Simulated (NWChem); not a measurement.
Species: C$_{2}$H$_{3}$FO$_{2}$Si; SMILES [SiH]1(F)OC(=C)O1

```xyz
9

C     -0.3619    -2.4800     0.0000
C     -0.0671    -1.1761     0.0000
O      0.1272    -0.3423     1.1049
Si     0.4296     0.9192     0.0000
F     -0.6681     2.1071     0.0000
O      0.1272    -0.3423    -1.1049
H     -0.4821    -3.0073     0.9534
H     -0.4821    -3.0073    -0.9534
H      1.7650     1.5618     0.0000
```
Atoms are numbered in this order, from 1.

Computed with NWChem. Structure relaxed at the PBE-D3(BJ)/def2-SVP level. Level: M06-2X/def2-SVP with SMD (1 M gas to 1 M solution), gas-phase geometry. Reactions with the solvent are ignored.

For solvent ethanol:

- cavity-dispersion-structure term (kcal/mol): 2.2

Q: Estimate the same quantities for solvent dimethyl sulfoxide.

A: 
* **cavity-dispersion-structure term (kcal/mol)**: 0.8
